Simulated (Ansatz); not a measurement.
The cluster Ag₄, relaxed as a singlet with RKS PBE-D4/def2-SVP in Ansatz, starting from the GFN1-xTB geometry. Force threshold 0.02 eV/Å.

In the def2 sets Ag takes a core potential; there is no spin–orbit coupling. The relaxation made no stability test and no search for a lower SCF solution. The structure comes from a short search, and lower isomers may exist.

Start:

```xyz
4

Ag    1.118   -0.709    1.973
Ag   -0.215   -1.276   -0.336
Ag   -1.115    0.709   -1.974
Ag    0.213    1.276    0.337
```

```tsv
step	energy (eV)	largest force component (eV/Å)	SCF passes
1	-15999.1518	0.114	17
2	-15999.1610	0.075	20
3	-15999.1621	0.004	20
```

Force components are those of the run's own axes.

End:

Cartesian coordinates in Å:
```
Ag 1.1358 -0.7204 2.0060
Ag -0.2105 -1.2520 -0.3303
Ag -1.1347 0.7204 -2.0066
Ag 0.2093 1.2520 0.3309
```

By distances, no bond broke or formed. The bond that changes most is Ag2–Ag4, from 2.67 to 2.62 Å (atoms count from 1).

No frequencies were taken in this run, so the end may be a saddle point.

Run time 2.3 s (4 threads of INTEL XEON PLATINUM 8581C on a shared host).
